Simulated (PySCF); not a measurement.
Cl₄SW, charge +1, doublet, geometry from GFN2-xTB (such geometries of metal compounds can be far from the true shape) (the multiplicity is a formal guess) (core potentials on W); DF-TPSSH/def2-SVP (PySCF).

Input for PySCF:
```python
from pyscf import gto, scf, dft

mol = gto.M(
    atom='''
W     0.001107   -0.000477    0.001174
S     1.539665   -0.663608    1.632776
Cl   -1.464465    0.631196   -1.553027
Cl    0.329128    2.093364    0.548107
Cl    1.240147   -0.935531   -1.541992
Cl   -1.558724   -1.162380    1.005073
''',
    basis='def2-svp',
    ecp={'W': 'def2-svp'},
    charge=1,
    spin=1,
    verbose=4,
)

mf = dft.UKS(mol)
mf.xc = 'tpssh'
mf = mf.density_fit(auxbasis='def2-universal-jkfit')
mf.kernel()
```

Q: What does PySCF print? Leave out banner, timings and long lists.

A: 
```
PySCF version 2.14.0

[INPUT] verbose = 4
[INPUT] num. atoms = 6
[INPUT] num. electrons = 97
[INPUT] charge = 1
[INPUT] spin (= nelec alpha-beta = 2S) = 1
[INPUT] symmetry False subgroup None
[INPUT] Mole.unit = angstrom
[INPUT] Symbol           X                Y                Z      unit          X                Y                Z       unit  Magmom
[...]
nuclear repulsion = 714.089462096432
number of shells = 52
number of NR pGTOs = 237
number of NR cGTOs = 122
basis = def2-svp
ecp = {'W': 'def2-svp'}

******** <class 'pyscf.df.df_jk.DFUKS'> ********
method = DFUKS
initial guess = minao
damping factor = 0
level_shift factor = 0
DIIS = <class 'pyscf.scf.diis.CDIIS'>
diis_start_cycle = 1
diis_space = 8
diis_damp = 0
SCF conv_tol = 1e-09
SCF conv_tol_grad = None
SCF max_cycles = 50
direct_scf = False
number electrons alpha = 49  beta = 48
XC library pyscf.dft.libxc version 7.1.2
    S. Lehtola, C. Steigemann, M. J. T. Oliveira, and M. A. L. Marques,  SoftwareX 7, 1–5 (2018)
XC functionals = tpssh
    V. N. Staroverov, G. E. Scuseria, J. Tao, and J. P. Perdew,  J. Chem. Phys. 119, 12129 (2003)
radial grids:
    Treutler-Ahlrichs [JCP 102, 346 (1995); DOI:10.1063/1.469408] (M4) radial grids

becke partition: Becke, JCP 88, 2547 (1988); DOI:10.1063/1.454033
pruning grids: <function nwchem_prune>
grids dens level: 3
symmetrized grids: False
atomic radii adjust function: <function treutler_atomic_radii_adjust>
small_rho_cutoff = 0
Set gradient conv threshold to 3.16228e-05
tot grids = 118712
******** <class 'pyscf.df.df.DF'> ********
auxbasis = def2-universal-jkfit
init E= -2293.49916903222

cycle= 1 E= -2305.16191169787  delta_E= -11.7  |g|= 0.504  |ddm|= 5.42
cycle= 2 E= -2301.89655597484  delta_E= 3.27  |g|= 2.53  |ddm|= 2.64
cycle= 3 E= -2305.25582205371  delta_E= -3.36  |g|= 0.264  |ddm|= 2.35
cycle= 4 E= -2305.27222084909  delta_E= -0.0164  |g|= 0.194  |ddm|=  0.6
cycle= 5 E= -2305.29298619416  delta_E= -0.0208  |g|= 0.0938  |ddm|= 0.344
cycle= 6 E= -2305.29891894894  delta_E= -0.00593  |g|= 0.0251  |ddm|= 0.166
cycle= 7 E= -2305.29943545226  delta_E= -0.000517  |g|= 0.00581  |ddm|= 0.0472
cycle= 8 E= -2305.29947337063  delta_E= -3.79e-05  |g|= 0.00404  |ddm|= 0.0176
cycle= 9 E= -2305.29949120715  delta_E= -1.78e-05  |g|= 0.00174  |ddm|= 0.00861
cycle= 10 E= -2305.29950656729  delta_E= -1.54e-05  |g|= 0.000991  |ddm|= 0.0131
cycle= 11 E= -2305.29951343923  delta_E= -6.87e-06  |g|= 0.000659  |ddm|= 0.0107
[...]
cycle= 18 E= -2305.29951623945  delta_E= -3.97e-09  |g|= 2.56e-05  |ddm|= 0.000166
cycle= 19 E= -2305.29951624358  delta_E= -4.14e-09  |g|= 2.62e-05  |ddm|= 0.000174
cycle= 20 E= -2305.29951624208  delta_E= 1.5e-09  |g|= 2.63e-05  |ddm|= 6.42e-05
cycle= 21 E= -2305.29951621872  delta_E= 2.34e-08  |g|= 2.84e-05  |ddm|= 0.000984
cycle= 22 E= -2305.29951621686  delta_E= 1.86e-09  |g|= 2.81e-05  |ddm|= 7.99e-05
cycle= 23 E= -2305.29951622063  delta_E= -3.77e-09  |g|= 2.8e-05  |ddm|= 0.000161
cycle= 24 E= -2305.29951620519  delta_E= 1.54e-08  |g|= 2.85e-05  |ddm|= 0.00066
cycle= 25 E= -2305.29951622149  delta_E= -1.63e-08  |g|= 2.94e-05  |ddm|= 0.000699
cycle= 26 E= -2305.29951620029  delta_E= 2.12e-08  |g|= 2.86e-05  |ddm|= 0.000908
cycle= 27 E= -2305.29951619587  delta_E= 4.42e-09  |g|= 2.79e-05  |ddm|= 0.000193
cycle= 28 E= -2305.29951621539  delta_E= -1.95e-08  |g|= 2.79e-05  |ddm|= 0.000839
cycle= 29 E= -2305.29951619922  delta_E= 1.62e-08  |g|= 2.76e-05  |ddm|= 0.000692
cycle= 30 E= -2305.29951622465  delta_E= -2.54e-08  |g|= 2.88e-05  |ddm|= 0.00109
cycle= 31 E= -2305.29951620209  delta_E= 2.26e-08  |g|= 2.84e-05  |ddm|= 0.000963
cycle= 32 E= -2305.29951619799  delta_E= 4.1e-09  |g|= 2.82e-05  |ddm|= 0.000177
cycle= 33 E= -2305.29951619569  delta_E= 2.3e-09  |g|= 2.87e-05  |ddm|= 9.88e-05
cycle= 34 E= -2305.29951617667  delta_E= 1.9e-08  |g|= 2.81e-05  |ddm|= 0.000832
cycle= 35 E= -2305.29951611076  delta_E= 6.59e-08  |g|= 2.62e-05  |ddm|= 0.003
cycle= 36 E= -2305.29951601584  delta_E= 9.49e-08  |g|= 2.62e-05  |ddm|= 0.00471
cycle= 37 E= -2305.29951582209  delta_E= 1.94e-07  |g|= 2.56e-05  |ddm|= 0.0118
cycle= 38 E= -2305.29951580739  delta_E= 1.47e-08  |g|= 2.21e-05  |ddm|= 0.00111
cycle= 39 E= -2305.29951577686  delta_E= 3.05e-08  |g|= 2.37e-05  |ddm|= 0.00242
cycle= 40 E= -2305.29951579435  delta_E= -1.75e-08  |g|= 2.04e-05  |ddm|= 0.00139
cycle= 41 E= -2305.29951561286  delta_E= 1.81e-07  |g|= 9.98e-05  |ddm|= 0.0258
cycle= 42 E= -2305.29951561603  delta_E= -3.18e-09  |g|= 8.42e-05  |ddm|= 0.000586
cycle= 43 E= -2305.29951561951  delta_E= -3.47e-09  |g|= 6.52e-05  |ddm|= 0.000425
cycle= 44 E= -2305.29951562374  delta_E= -4.24e-09  |g|= 3.12e-05  |ddm|= 0.000564
cycle= 45 E= -2305.29951562363  delta_E= 1.08e-10  |g|= 1.07e-05  |ddm|= 0.000901
Extra cycle  E= -2305.29951562337  delta_E= 2.66e-10  |g|= 2.35e-05  |ddm|= 5.58e-05
converged SCF energy = -2305.29951562337  <S^2> = 0.78124135  2S+1 = 2.0310011
```
